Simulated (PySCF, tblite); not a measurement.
Compound: C₇H₁₀Cl₂Si.
Geometry (GFN2-xTB, Å), atoms numbered from 1 in this order:
```xyz
20
C7H10Cl2Si angstrom
C      3.8963   -0.1291   -0.8475
C      2.7150    0.0588   -0.7260
C      1.3327    0.2956   -0.5996
C      0.5032   -0.3708    0.2138
C      1.0320   -1.4556    1.0729
Cl     0.7286   -1.0683    2.7857
Cl     0.2139   -2.9888    0.6761
Si    -1.3559    0.0170    0.3199
C     -2.0898   -0.2363   -1.4161
C     -1.5285    1.8324    0.8586
H      4.9275   -0.2908   -0.9556
H      0.9458    1.0884   -1.2272
H      2.1061   -1.6234    0.9634
H     -1.9912   -0.8784    1.2903
H     -1.9628   -1.2596   -1.7557
H     -1.6206    0.4136   -2.1493
H     -3.1528   -0.0177   -1.4173
H     -1.0538    2.5078    0.1524
H     -2.5746    2.1128    0.9275
H     -1.0762    2.0030    1.8307
```

Method: PBE0/pcSseg-1 in PySCF (dipole) on a GFN2-xTB geometry, gas phase.

Masses are those of the commonest isotopes; rigid-rotor values at the optimised geometry. The values belong to one conformer with, in the numbering `[CH:1]#[C:2]/[CH:3]=[C:4](\[CH:5]([Cl:6])[Cl:7])[SiH:8]([CH3:9])[CH3:10]`, C3–C4–C5–Cl6 120°, C3–C4–Si8–C9 59°.

Question: What are A, B and C (cm⁻¹)?

Answer: Ia = 630.50, Ib = 755.19, Ic = 929.58 u·Å²; 505379 MHz·u·Å²/I gives 801.5, 669.2 and 543.7 MHz, that is A = 0.02674, B = 0.02232, C = 0.01813 cm⁻¹.

Question: Classify the top.

Answer: An asymmetric top; Ray's κ = -0.026.

Question: Is it planar, by Δ = Ic − Ia − Ib?

Answer: Not planar: Δ = Ic − Ia − Ib = -456.11 u·Å². For a rigid frame Δ = −2 Σ m c², so Σ m c² = 228.05 u·Å² lies off the ab plane: 22.51 from hydrogen and 205.54 from heavier atoms. The atom farthest from that plane is 2.47 Å away.

Question: Give the other two planar moments, Paa and Pbb, and the rms extents of the mass along the axes.

Answer: Paa = Σ m a² = (Ib + Ic − Ia)/2 = 527.13 and Pbb = Σ m b² = (Ia + Ic − Ib)/2 = 402.45 u·Å². With the mass M = 191.99 u, the rms extents √(P/M) along a, b and c are 1.66, 1.45, 1.09 Å.

Question: List the rotational levels J(Ka,Kc) to J = 3 (MHz).

Answer: Above 0(0,0):
J = 1: 1(0,1) 1213, 1(1,1) 1345, 1(1,0) 1471
J = 2: 2(0,2) 3582, 2(1,2) 3645, 2(1,1) 4022, 2(2,1) 4419, 2(2,0) 4476
J = 3: 3(0,3) 7044, 3(1,3) 7066, 3(1,2) 7801, 3(2,2) 8058, 3(2,1) 8291, 3(3,1) 9063, 3(3,0) 9081
Those of J = 1 are B + C, A + C and A + B.

Question: Which lines would a microwave search look for?

Answer: The dipole components are |μa| = 0.32 D, |μb| = 2.13 D, |μc| = 0.00 D; the mirror of this Cs structure is the ab plane, so μc vanishes by symmetry (the 0.01 D computed is a residue) and there are no c-type lines. The squared components, which scale the intensities, stand as 0.02 : 1.00 (a : b). Some lines, for components of 0.1 D or more:

| type | branch | J(Ka,Kc) | MHz | lower level (cm⁻¹) |
| --- | --- | --- | --- | --- |
| a | Q | 2(1,1) ← 2(1,2) | 377 | 0.122 |
| b | Q | 2(1,1) ← 2(0,2) | 440 | 0.119 |
| b | Q | 2(2,0) ← 2(1,1) | 454 | 0.134 |
| a | R | 1(0,1) ← 0(0,0) | 1213 | 0.000 |
| b | R | 1(1,1) ← 0(0,0) | 1345 | 0.000 |
| a | R | 2(1,2) ← 1(1,1) | 2300 | 0.045 |
| a | R | 2(0,2) ← 1(0,1) | 2369 | 0.040 |
| b | R | 2(1,2) ← 1(0,1) | 2433 | 0.040 |
| a | R | 2(1,1) ← 1(1,0) | 2551 | 0.049 |
| b | R | 2(2,1) ← 1(1,0) | 2948 | 0.049 |
| b | R | 2(2,0) ← 1(1,1) | 3130 | 0.045 |

Question: Estimate the classical rotational partition function at 50 K, 200 K and 298.15 K.

Answer: Point group Cs, symmetry number σ = 1; q = (√π/σ)·√((kT/h)³/(ABC)), k/h = 20836.6 MHz/K: 110000 at 50 K, 883000 at 200 K, 1610000 at 298.15 K.

Its lowest GFN2-xTB frequency is 18i cm⁻¹, too small to tell a flat minimum from a shallow saddle. Constants of a rigid frame at the computed geometry: no zero-point averaging, no centrifugal distortion. A rigid rotor knows nothing of internal rotation, which can split or shift real lines. Quadrupole hyperfine structure (35Cl) is left out.
